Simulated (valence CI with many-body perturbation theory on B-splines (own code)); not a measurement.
Re60+: E2, M1 decay

Calculated by relativistic CI+MBPT: five valence electrons over a frozen Dirac-Fock core [Ne], a basis of 11 s, 11 p, 10 d, 8 f, 5 g, 2 h functions for each j, with the one-electron correlation potential Σ1 (screened to all orders), the two-electron term Σ2, the three-electron term Σ3, Breit, model QED; selected single and double excitations, second order for the rest, scaled by the run's own slope (own B-spline code, finite nucleus).

The last digits are not significant, and no measured levels were compared; by estimate large intervals hold to a few tenths of a per cent, small ones and those within an open d or f shell to about a per cent. Among the levels kept, up to 3100 cm⁻¹ of a level comes from second order outside the variational space, and about a tenth of that is noise between levels of different J, which matters for small intervals.

Lines 1 to 22 of 22 in falling wavelength, among levels below 1420.0 eV, chosen from the decays that carry over 1 % of a level's rate. Wavelengths and rates use the calculated energies. Electric multipoles are in the length gauge, E1 and E2 with the static RPA response of the core. Weak lines are less certain than strong ones. Lines between different terms over intervals too small for the method are left out, as are lines whose strength nearly cancels.

Levels are named by their leading jj configuration (3d3/2^4 stands for four electrons in 3d with j = 3/2), which in mixed levels can hold well under half, so a name can repeat and another be missing. Letters in brackets count levels of one name in rising energy.

| λ vac (nm) | Upper | Lower | Type | A (s⁻¹) | Branch % |
| --- | --- | --- | --- | --- | --- |
| 14.18 | (3s^2 3p1/2 3p3/2 3d5/2) J=9/2 | (3s^2 3p1/2 3p3/2 3d3/2) J=7/2 | M1 | 3.89e+06 | 46.4 |
| 3.594 | (3s^2 3p3/2^2 3d5/2) J=9/2 | (3s^2 3p1/2 3p3/2 3d5/2) J=7/2 [b] | M1 | 1.31e+08 | 12.6 |
| 3.554 | (3s^2 3p1/2 3p3/2 3d5/2) J=7/2 [a] | (3s^2 3p1/2^2 3d5/2) J=5/2 | M1 | 2.71e+08 | 19.9 |
| 3.425 | (3s^2 3p1/2 3p3/2 3d5/2) J=9/2 | (3s^2 3p1/2^2 3d5/2) J=5/2 | E2 | 4.48e+06 | 53.3 |
| 3.424 | (3s^2 3p1/2 3p3/2 3d3/2) J=5/2 [a] | (3s^2 3p1/2^2 3d3/2) J=3/2 | M1 | 1.46e+08 | 1.6 |
| 3.399 | (3s^2 3p1/2 3p3/2^2) J=3/2 | (3s^2 3p1/2^2 3p3/2) J=3/2 | M1 | 4.66e+08 | 99.4 |
| 3.399 | (3s^2 3p3/2^2 3d5/2) J=7/2 | (3s^2 3p1/2 3p3/2 3d5/2) J=5/2 [a] | M1 | 2.30e+08 | 3.5 |
| 3.393 | (3s^2 3p1/2 3p3/2 3d3/2) J=1/2 [a] | (3s^2 3p1/2^2 3d3/2) J=3/2 | M1 | 2.98e+08 | 2.5 |
| 3.382 | (3s^2 3p3/2^3) J=3/2 | (3s^2 3p1/2 3p3/2^2) J=1/2 | M1 | 1.16e+08 | 5.1 |
| 3.380 | (3s^2 3p3/2^2 3d5/2) J=5/2 [a] | (3s^2 3p1/2 3p3/2 3d5/2) J=3/2 [b] | M1 | 1.74e+08 | 6.5 |
| 3.350 | (3s^2 3p3/2^2 3d5/2) J=9/2 | (3s^2 3p1/2 3p3/2 3d5/2) J=9/2 | M1 | 1.98e+08 | 19.1 |
| 3.291 | (3s^2 3p1/2 3p3/2^2) J=5/2 | (3s^2 3p1/2^2 3p3/2) J=3/2 | M1 | 7.96e+07 | 46.6 |
| 3.291 | (3s^2 3p1/2 3p3/2^2) J=5/2 | (3s^2 3p1/2^2 3p3/2) J=3/2 | E2 | 9.87e+06 | 5.8 |
| 3.252 | (3s^2 3p3/2^2 3d5/2) J=7/2 | (3s^2 3p1/2 3p3/2 3d5/2) J=7/2 [a] | M1 | 1.53e+08 | 2.3 |
| 3.244 | (3s^2 3p3/2^3) J=3/2 | (3s^2 3p1/2 3p3/2^2) J=5/2 | M1 | 1.29e+08 | 5.7 |
| 3.236 | (3s^2 3p3/2^2 3d5/2) J=9/2 | (3s^2 3p1/2 3p3/2 3d5/2) J=7/2 [a] | M1 | 1.60e+08 | 15.4 |
| 3.160 | (3s^2 3p1/2 3p3/2^2) J=1/2 | (3s^2 3p1/2^2 3p3/2) J=3/2 | M1 | 2.67e+08 | 96.5 |
| 3.160 | (3s^2 3p1/2 3p3/2^2) J=1/2 | (3s^2 3p1/2^2 3p3/2) J=3/2 | E2 | 8.61e+06 | 3.1 |
| 3.145 | (3s^2 3p3/2^3) J=3/2 | (3s^2 3p1/2 3p3/2^2) J=3/2 | M1 | 5.31e+08 | 23.4 |
| 3.120 | (3s^2 3p3/2^2 3d5/2) J=5/2 [a] | (3s^2 3p1/2 3p3/2 3d5/2) J=5/2 [a] | M1 | 3.74e+07 | 1.4 |
| 3.092 | (3s^2 3p3/2^2 3d5/2) J=5/2 [a] | (3s^2 3p1/2 3p3/2 3d5/2) J=3/2 [a] | M1 | 4.99e+07 | 1.9 |
| 2.996 | (3s^2 3p3/2^2 3d5/2) J=5/2 [a] | (3s^2 3p1/2 3p3/2 3d5/2) J=7/2 [a] | M1 | 2.94e+08 | 11.1 |
